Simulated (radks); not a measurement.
The nickel ion Ni+, configuration [Ar] 3d9.

Method: non-relativistic Kohn-Sham, TPSS, spin-polarised, spherical densities, point nucleus; open shells are filled with parallel spins first; meta-GGA in the generalised Kohn-Sham scheme; computed with a radial shooting solver on a logarithmic mesh with Libxc functionals.

Energy parts (Ry):
| part | energy |
|---|---|
| total | -3016.11255 |
| kinetic | 3013.87955 |
| electron-nucleus | -7191.67546 |
| Hartree | 1287.79698 |
| exchange-correlation | -126.11363 |

Orbitals (lengths in bohr, moments of r in powers of bohr):
orbital  occ.  eigenvalue (Ry)       <r^4>  <1/r>      <r>
1s up       1        -598.3284  0.00004129  27.52  0.05480
1s down     1        -598.3285  0.00004129  27.52  0.05480
2s up       1        -71.17000    0.009124  5.956   0.2480
2s down     1        -71.13507    0.009111  5.958   0.2479
2p up       3        -62.04489    0.006681  5.909   0.2166
2p down     3        -62.01683    0.006668  5.910   0.2165
3s up       1         -8.28142      0.7052  1.874   0.7534
3s down     1         -8.19969      0.7085  1.872   0.7541
3p up       3         -5.50259      0.9717  1.742   0.7897
3p down     3         -5.42176      0.9803  1.739   0.7909
3d up       5         -0.97753       7.160  1.320    1.055
3d down     4         -0.90608       8.155  1.305    1.076

The highest occupied level is 3d down at -12.328 eV. For comparison, the ionisation energy in NIST's Atomic Spectra Database is 18.169 eV (measured). In exact Kohn-Sham theory the highest level is minus the ionisation energy, but local and semilocal functionals leave it too shallow, through self-interaction and a potential that decays too fast; potentials with the right tail come closer. Virial ratio -V/T = 2.00074. The electron density at the nucleus is 1.494e+04 e/bohr^3.
